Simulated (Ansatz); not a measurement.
Isolated molecules relaxed with PBE0-D4/def2-TZVP in Ansatz; ΔE leaves out vibrations. CCSD(T)/CBS adds triple-zeta CCSD(T) − MP2 to the extrapolated MP2 energy (def2 sets, frozen cores). This one scheme is used for every species. DFT in def2-TZVPP. B3LYP here is the variant with VWN-RPA as its local correlation; programs differ in this. One conformer a species, not always the lowest.

`OB[SiH2][SiH2]F` + `C=O` → `O=C[SiH2]BO` + `F[SiH3]`  (formal exchange of groups at the Si–Si bond)

`OB[SiH2][SiH2]F`:

Z-matrix (Å, degrees):
```
Si
B 1 2.047
Si 1 2.345 2 107.4
H 1 1.490 2 112.7 3 121.0
H 1 1.492 2 110.3 3 -118.7
O 2 1.344 1 122.5 3 12.6
H 2 1.200 1 121.2 3 -168.2
F 3 1.631 1 104.2 2 -17.6
H 3 1.486 1 113.8 2 97.7
H 3 1.485 1 116.4 2 -134.4
H 6 0.966 2 114.9 1 -1.3
```

`C=O`:

Z-matrix (Å, degrees):
```
C
O 1 1.195
H 1 1.109 2 122.0
H 1 1.109 2 122.0 3 -180.0
```

`O=C[SiH2]BO`:

Cartesian coordinates in Å:
```
O 0.292 1.960 0.070
C 0.182 1.275 -0.926
Si -0.100 -0.632 -0.777
B -0.139 -1.001 1.230
O 0.021 0.036 2.063
H 0.250 1.780 -1.916
H 1.010 -1.281 -1.531
H -1.363 -0.928 -1.513
H -0.298 -2.088 1.711
H 0.143 0.880 1.588
```

`F[SiH3]`:

Z-matrix (Å, degrees):
```
Si
F 1 1.600
H 1 1.482 2 108.3
H 1 1.482 2 108.3 3 -120.0
H 1 1.482 2 108.3 3 120.0
```

CCSD(T)/CBS gives +1.0 kJ/mol.

**Question.** Another level gave +0.1 kJ/mol. Which?
A. B3LYP/def2-TZVPP
B. r2SCAN/def2-TZVPP
C. SCS-MP2/def2-TZVPP
D. PBE0/def2-TZVPP

**Answer.** A. B3LYP 0.1, r2SCAN 4.5, PBE0 9.3, SCS-MP2/def2-TZVPP -4.1 kJ/mol.

Largest T1 diagnostic among the species: 0.017.
